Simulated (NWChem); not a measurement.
Species: PbHBr, singlet; SMILES [PbH][Br]

Program: NWChem. Low-valent species are run as closed-shell singlets; no triplet was tried in these runs. All runs use the structure optimised with PBE0/def2-SVP. def2 effective core potentials on Pb; no spin-orbit coupling. B3LYP is NWChem's, with the RPA form of VWN correlation. Ions are spin-unrestricted doublets at the neutral geometry; other ion states weren't tried.

For level B3LYP/def2-SVPD:

```
Quantity       Value
-------------  -----
−ε(HOMO) (eV)   6.86
```

How do the values read with level r2SCAN/def2-SVPD instead?


- −ε(HOMO) (eV) = 6.23
